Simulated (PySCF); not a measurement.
difluoro(silyloxy)silane (F2H4OSi2), SMILES F[SiH](F)O[SiH3].

Geometry: B3LYP-D3(BJ)/def2-SVP. The geometry has at least one imaginary mode, so it is a saddle point at that level. One conformer was computed; it need not be the lowest.

Two levels are set side by side: PBE/def2-TZVP (PySCF) and CAM-B3LYP/def2-TZVP (PySCF). Same geometry, gas phase. Differences are taken from unrounded values.

```json
[
 {"quantity": "orbital gap (eV)", "CAM-B3LYP": "11.75"},
 {"quantity": "highest occupied level (eV)", "CAM-B3LYP": "-10.92"},
 {"quantity": "lowest empty level (eV)", "CAM-B3LYP": "0.83"},
 {"quantity": "dipole moment (D)", "CAM-B3LYP": "1.64"},
 {"quantity": "mean polarisability (bohr³)", "CAM-B3LYP": "49.1"}
]
```

### Question
What does PBE give, and how far is it from CAM-B3LYP? (The exact figures need the calculation; the answer reports its results.)

### Answer

```json
[
 {"quantity": "orbital gap (eV)", "PBE": "6.97", "PBE minus CAM-B3LYP": "-4.78"},
 {"quantity": "highest occupied level (eV)", "PBE": "-8.01", "PBE minus CAM-B3LYP": "2.91"},
 {"quantity": "lowest empty level (eV)", "PBE": "-1.04", "PBE minus CAM-B3LYP": "-1.87"},
 {"quantity": "dipole moment (D)", "PBE": "1.53", "PBE minus CAM-B3LYP": "-0.12"},
 {"quantity": "mean polarisability (bohr³)", "PBE": "52.3", "PBE minus CAM-B3LYP": "3.1"}
]
```

PBE's occupied levels lie high since its potential decays too fast outside the molecule; exact exchange lowers them and widens the gap. PBE's more diffuse valence density responds more strongly to a field. Differences between two approximate levels are no errors against the true value.

Rough cost on one machine, each run with all the roots and properties that it gave: CAM-B3LYP against PBE within a factor of 2.
